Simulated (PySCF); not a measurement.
Members of one series of related molecules.

All values: B3LYP/def2-SVPD (PySCF) at PBE0-D3(BJ)/def2-SVP geometries, gas phase, one conformer each. Core orbitals are frozen in the response; Δα² is half the sum of the squared differences of the principal polarisabilities. The calculation is non-relativistic, for germanium too.

Problem. Rank by polarisability anisotropy Δα, lowest first.
A. `N#[C][Ge@H]([SiH3])[GeH3]`
B. `[SiH3:1][Ge@H:2]([GeH3:3])[CH:4]1[CH2:5][CH2:6][CH2:7][CH2:8]1` with Si1–Ge2–C4–C5 171°, Ge2–C4–C5–C6 -167°, C4–C5–C6–C7 35°, C5–C6–C7–C8 -14°, C6–C7–C8–C4 -12°
C. `[SiH3:1][Ge@@H:2]([GeH3:3])[O:4][GeH3:5]` with Si1–Ge2–O4–Ge5 -162°
D. `[CH3:1][O:2][B:3]([O:4][CH3:5])[Ge@@H:6]([SiH3:7])[GeH3:8]` with C1–O2–B3–O4 0°, O2–B3–O4–C5 179°, O2–B3–Ge6–Si7 -109°
E. `[CH3:1]/[N:2]=[CH:3]\[Ge@H:4]([SiH3:5])[GeH3:6]` with N2–C3–Ge4–Si5 69°
F. `[SiH3:1][Ge@H:2]([GeH3:3])[c:4]1[cH:5][cH:6][n:7][cH:8][cH:9]1` with Si1–Ge2–C4–C5 58°

Solution. E (3.07 Å³), A (4.55 Å³), C (5.01 Å³), B (5.24 Å³), D (5.75 Å³), F (6.67 Å³).

Problem. Rank by dipole moment, lowest first.
A. `[SiH3:1][Ge@H:2]([GeH3:3])[CH:4]1[CH2:5][CH2:6][CH2:7][CH2:8]1` with Si1–Ge2–C4–C5 171°, Ge2–C4–C5–C6 -167°, C4–C5–C6–C7 35°, C5–C6–C7–C8 -14°, C6–C7–C8–C4 -12°
B. `[CH3:1][O:2][B:3]([O:4][CH3:5])[Ge@@H:6]([SiH3:7])[GeH3:8]` with C1–O2–B3–O4 0°, O2–B3–O4–C5 179°, O2–B3–Ge6–Si7 -109°
C. `[SiH3:1][Ge@H:2]([GeH3:3])[c:4]1[cH:5][cH:6][n:7][cH:8][cH:9]1` with Si1–Ge2–C4–C5 58°
D. `[SiH3:1][Ge@@H:2]([GeH3:3])[O:4][GeH3:5]` with Si1–Ge2–O4–Ge5 -162°
E. `N#[C][Ge@H]([SiH3])[GeH3]`
F. `[BH2:1][Ge@H:2]([SiH3:3])[GeH3:4]` with H–B1–Ge2–Si3 -127° and 54°

Solution. F (0.20 D), D (0.61 D), A (1.25 D), C (1.96 D), B (2.47 D), E (4.25 D).

Problem. Rank by HOMO–LUMO gap, highest first.
A. `[SiH3][Ge@@H]([GeH3])[O][GeH3]`
B. `[SiH3][Ge@H]([GeH3])[C]1=CC=NC=C1`
C. `[BH2][Ge@H]([SiH3])[GeH3]`
D. `[SiH3][Ge@H]([GeH3])[CH]1CCCC1`
E. `C/N=[CH]\[Ge@H]([SiH3])[GeH3]`
F. `CO[B](OC)[Ge@@H]([SiH3])[GeH3]`

Solution. D (7.04 eV), F (6.81 eV), A (6.32 eV), B (5.71 eV), E (5.34 eV), C (4.95 eV).

All values together:

```tsv
SMILES	formula	μ (D)	HOMO (eV)	LUMO (eV)	α (Å³)	Δα (Å³)	electrons	α per electron (Å³)	ΔSCF removal energy (eV)
N#[C][Ge@H]([SiH3])[GeH3]	CH7Ge2NSi	4.25	-8.06	-1.03	16.83	4.55	98	0.172	9.96
CO[B](OC)[Ge@@H]([SiH3])[GeH3]	C2H13BGe2O2Si	2.47	-7.34	-0.53	22.19	5.75	124	0.179	9.18
C/N=[CH]\[Ge@H]([SiH3])[GeH3]	C2H11Ge2NSi	1.01	-6.60	-1.26	19.90	3.07	108	0.184	8.55
[SiH3][Ge@H]([GeH3])[CH]1CCCC1	C5H16Ge2Si	1.25	-7.36	-0.32	23.32	5.24	124	0.188	9.17
[SiH3][Ge@H]([GeH3])[c]1ccncc1	C5H11Ge2NSi	1.96	-7.13	-1.42	24.33	6.67	126	0.193	–
[SiH3][Ge@H]([Cl])[GeH3]	ClGe2H7Si	2.28	-7.57	-1.21	16.96	4.83	102	0.166	9.48
[BH2][Ge@H]([SiH3])[GeH3]	BGe2H9Si	0.20	-7.62	-2.67	17.66	4.40	92	0.192	9.56
[SiH3][Ge@@H]([GeH3])[O][GeH3]	Ge3H10OSi	0.61	-7.31	-0.99	19.91	5.01	128	0.156	9.12
```

Conformers: `[CH3:1][O:2][B:3]([O:4][CH3:5])[Ge@@H:6]([SiH3:7])[GeH3:8]` with C1–O2–B3–O4 0°, O2–B3–O4–C5 179°, O2–B3–Ge6–Si7 -109°; `[CH3:1]/[N:2]=[CH:3]\[Ge@H:4]([SiH3:5])[GeH3:6]` with N2–C3–Ge4–Si5 69°; `[SiH3:1][Ge@H:2]([GeH3:3])[CH:4]1[CH2:5][CH2:6][CH2:7][CH2:8]1` with Si1–Ge2–C4–C5 171°, Ge2–C4–C5–C6 -167°, C4–C5–C6–C7 35°, C5–C6–C7–C8 -14°, C6–C7–C8–C4 -12°; `[SiH3:1][Ge@H:2]([GeH3:3])[c:4]1[cH:5][cH:6][n:7][cH:8][cH:9]1` with Si1–Ge2–C4–C5 58°; `[BH2:1][Ge@H:2]([SiH3:3])[GeH3:4]` with H–B1–Ge2–Si3 -127° and 54°; `[SiH3:1][Ge@@H:2]([GeH3:3])[O:4][GeH3:5]` with Si1–Ge2–O4–Ge5 -162°.

A dash marks a removal energy that wasn't run or isn't settled.

Problem. By how much does the ΔSCF value exceed −ε(HOMO) over the species that have both?

Solution. By 1.80 to 1.95 eV, 1.88 eV on average, over 7 species.
